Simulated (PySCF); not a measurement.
C₅H₇F, SMILES [C@@H]1(CCC1=C)F.

The structure is a stationary point at ωB97X-D3(BJ)/def2-SVP. The structure was generated by enumeration; whether it is a known compound was not checked.

Two levels are set side by side: TDA-PBE/def2-SVPD (PySCF) and TDA-B3LYP/def2-SVPD (PySCF). Vertical, same geometry. The lowest singlet is HOMO−1→LUMO 66 %, HOMO→LUMO 21 % with PBE and HOMO→LUMO 63 %, HOMO→LUMO+1 16 % with the other functional; states are paired by order. Differences are taken from unrounded values.

```csv
quantity,TDA-B3LYP
lowest singlet excitation (eV),6.79
lowest triplet excitation (TDA) (eV),4.23
first bright state (f over 0.05) (eV),6.79
its oscillator strength,0.24
```

Question: What does TDA-PBE give, and how far is it from TDA-B3LYP? (An estimate is asked for; the answer gives what the named calculation found.)

Answer: 
```
quantity                               TDA-PBE  TDA-PBE minus TDA-B3LYP
-------------------------------------  -------  -----------------------
lowest singlet excitation (eV)            6.28                    -0.51
lowest triplet excitation (TDA) (eV)      4.23                     0.00
first bright state (f over 0.05) (eV)     6.28                    -0.51
its oscillator strength                   0.05                    -0.19
```

A lower first singlet is the usual sign of a functional without exact exchange. Differences between two approximate levels are no errors against the true value.

Rough cost on one machine, each run with all the roots and properties that it gave: TDA-B3LYP against TDA-PBE about 2 times.
